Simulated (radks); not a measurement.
The numbers below are computed, except where a source is named.
Q: Ionisation of the indium ion In+, [Kr] 4d10 5s2, to In2+, [Kr] 4d10 5s1, under several functionals. Dirac Kohn-Sham, spin-unpolarised, spherical densities, finite nucleus; a radial shooting solver on a logarithmic mesh with Libxc functionals. The NIST Atomic Spectra Database gives 18.870 eV (measured). Rank these functionals by the error of their Delta-SCF ionisation energy: BP86; LDA (Slater exchange, Perdew-Zunger correlation); HCTH/407; LDA (Slater exchange, VWN5 correlation); exchange-only B88.

A: From best to worst: HCTH/407 19.193 eV (+0.322); exchange-only B88 18.470 eV (-0.401); BP86 19.440 eV (+0.570); LDA (Slater exchange, VWN5 correlation) 19.657 eV (+0.786); LDA (Slater exchange, Perdew-Zunger correlation) 19.660 eV (+0.790). Spin polarisation and multiplet splitting are left out, so open shells lie too high by an amount that depends on their filling.

Beside tabulated values, note that spin-unpolarised runs miss the spin-polarisation part of the exchange energy of open shells.
